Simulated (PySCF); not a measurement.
**CsO from Hartree–Fock to correlated methods**

State: ²Σ⁺ (doublet), unpaired electrons σ ↑. Set-up: PySCF, spin-free X2C with a Gaussian nucleus, basis sets Cs x2c-TZVPPall, O x2c-TZVPPall. De refers to Cs + O in their high-spin ground configurations, without counterpoise correction. The functionals are run spin-unrestricted. A positive dipole means Cs(−)O(+).

```csv
Level,Re (Å),ωe (cm⁻¹),De (eV),μ (D)
UHF,2.408,349,1.21,-8.55
UHF-MP2,2.272,358,3.07,n/a
UHF-SCS-MP2,2.304,356,3.02,n/a
PBE,2.257,358,3.50,-6.82
BLYP,2.310,345,3.37,-7.16
r²SCAN,2.285,355,3.40,-7.21
TPSSh,2.273,367,3.29,-7.10
PBE0,2.275,366,3.16,-7.20
r²SCAN0,2.294,363,3.09,-7.45
B97-3,2.308,343,3.26,-7.46
ωB97X-V,2.309,359,3.39,-7.58
```

Question: What does a quarter of exact exchange do here, going from PBE to PBE0?

Answer: PBE0 less PBE: +1.8 pm in Re, +2.2 % in ωe, -0.34 eV in De. Exact exchange removes part of the self-interaction that spreads semilocal densities, and in most molecules shortens and stiffens the bond and lowers De; here Re goes the other way.

Question: What does a quarter of exact exchange do here, going from r²SCAN to r²SCAN0?

Answer: r²SCAN0 less r²SCAN: +0.9 pm in Re, +2.3 % in ωe, -0.31 eV in De. Exact exchange removes part of the self-interaction that spreads semilocal densities, and in most molecules shortens and stiffens the bond and lowers De; here Re goes the other way.

Correlated steps freeze 19 core orbitals. These are scalar-relativistic numbers at best; spin–orbit coupling would shift them, the dissociation energy most. The state is the lowest determinant that a PBE0 search found; another state may lie lower at other levels.

The whole job (state search and all levels along the bond) took about 11 min on 2 threads of Arm Neoverse V2 (shared host), peak memory 6.9 GiB.
